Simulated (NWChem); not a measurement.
System: C₃H₄OS; SMILES C1SCC1=O

NWChem printed, in part:

```
             Northwest Computational Chemistry Package (NWChem) 7.3.0
             --------------------------------------------------------

 C2V symmetry detected

                             Geometry "geometry" -> ""
                             -------------------------

 Output coordinates in angstroms (scale by  1.889725989 to convert to a.u.)

  No.       Tag          Charge          X              Y              Z
 ---- ---------------- ---------- -------------- -------------- --------------
    1 O                    8.0000     0.00000000     0.00000000     2.16066442
    2 C                    6.0000     0.00000000     0.00000000     0.96759883
    3 C                    6.0000     0.00000000    -1.14865979    -0.01506775
    4 S                   16.0000     0.00000000     0.00000000    -1.43978403
    5 C                    6.0000     0.00000000     1.14865979    -0.01506775
    6 H                    1.0000    -0.88878766    -1.77655952     0.03161229
    7 H                    1.0000     0.88878766    -1.77655952     0.03161229
    8 H                    1.0000    -0.88878766     1.77655952     0.03161229
    9 H                    1.0000     0.88878766     1.77655952     0.03161229

 Effective nuclear repulsion energy (a.u.)     213.1402558093

      Symmetry information
      --------------------

 Group name             C2v
 Group number             16
 Group order               4
 No. of unique centers     5

                                Z-matrix (autoz)
                                --------

 Units are Angstrom for bonds and degrees for angles

[...]

      ----------------------
      Optimization converged
      ----------------------

  Step       Energy      Delta E   Gmax     Grms     Xrms     Xmax
  ---- ---------------- -------- -------- -------- -------- --------
@    4    -590.10382621 -5.1D-07  0.00006  0.00002  0.00028  0.00067
                                     ok       ok       ok       ok

                                Z-matrix (autoz)
                                --------

 Units are Angstrom for bonds and degrees for angles

[...]

 Rotational Constants
 --------------------
 A=   0.339900 cm-1  (  0.489029 K)
 B=   0.107101 cm-1  (  0.154090 K)
 C=   0.084049 cm-1  (  0.120925 K)

 Temperature                      =   298.15K
 frequency scaling parameter      =   1.0000

 Zero-Point correction to Energy  =   40.614 kcal/mol  (  0.064723 au)
 Thermal correction to Energy     =   43.704 kcal/mol  (  0.069647 au)
 Thermal correction to Enthalpy   =   44.296 kcal/mol  (  0.070591 au)

 Total Entropy                    =   71.647 cal/mol-K
   - Translational                =   39.319 cal/mol-K (mol. weight =  87.9983)
   - Rotational                   =   24.381 cal/mol-K (symmetry #  =        2)
   - Vibrational                  =    7.947 cal/mol-K

 Cv (constant volume heat capacity) =   16.698 cal/mol-K
   - Translational                  =    2.979 cal/mol-K
   - Rotational                     =    2.979 cal/mol-K
   - Vibrational                    =   10.739 cal/mol-K

[normal modes left out]

 ----------------------------------------------------------------------------
 Normal Eigenvalue ||           Projected Infra Red Intensities
  Mode   [cm**-1]  || [atomic units] [(debye/angs)**2] [(KM/mol)] [arbitrary]
 ------ ---------- || -------------- ----------------- ---------- -----------
    1       -0.000 ||    0.000016           0.000         0.016       0.010
    2        0.000 ||    0.000059           0.001         0.058       0.037
    3        0.000 ||    0.000019           0.000         0.018       0.012
    4        0.000 ||    0.000066           0.002         0.065       0.041
    5        0.000 ||    0.000034           0.001         0.033       0.021
    6        0.000 ||    0.000000           0.000         0.000       0.000
    7       65.411 ||    0.016795           0.387        16.373      10.412
    8      444.579 ||    0.000318           0.007         0.310       0.197
    9      451.189 ||    0.009652           0.223         9.409       5.984
   10      519.285 ||    0.000118           0.003         0.115       0.073
   11      683.910 ||    0.003580           0.083         3.490       2.220
   12      717.310 ||    0.001763           0.041         1.719       1.093
   13      766.711 ||    0.000000           0.000         0.000       0.000
   14      843.068 ||    0.010748           0.248        10.477       6.663
   15      931.467 ||    0.011064           0.255        10.786       6.859
   16     1014.348 ||    0.000000           0.000         0.000       0.000
   17     1121.349 ||    0.024018           0.554        23.414      14.890
   18     1147.709 ||    0.000024           0.001         0.023       0.015
   19     1214.210 ||    0.059563           1.374        58.065      36.926
   20     1228.318 ||    0.000479           0.011         0.467       0.297
   21     1468.669 ||    0.004940           0.114         4.816       3.062
   22     1483.609 ||    0.007347           0.170         7.162       4.555
   23     1890.394 ||    0.253712           5.853       247.331     157.291
   24     3079.254 ||    0.013987           0.323        13.636       8.672
   25     3083.299 ||    0.012452           0.287        12.139       7.720
   26     3134.187 ||    0.004760           0.110         4.641       2.951
   27     3135.295 ||    0.000000           0.000         0.000       0.000
 ----------------------------------------------------------------------------
```

Level: B3LYP/6-31G* (spherical d). 

Q: Which NWChem input produces such a log?

A: One answer among several that fit: the input that was run:
```
start job
memory heap 200 mb stack 900 mb global 1100 mb
geometry units angstroms
  O      0.282710     1.434289    -1.594264
  C      0.126786     0.643235    -0.714874
  C     -1.130610     0.203226    -0.000451
  S     -0.187877    -0.953169     1.059379
  C      1.127295    -0.220045     0.019144
  H     -1.857301    -0.294945    -0.640862
  H     -1.625971     0.994680     0.560440
  H      1.634858    -0.949592    -0.610556
  H      1.866188     0.340034     0.590746
end
basis spherical
  * library 6-31g*
end
dft
  xc b3lyp
  iterations 150
end
driver
  maxiter 120
end
task dft optimize
task dft freq
```
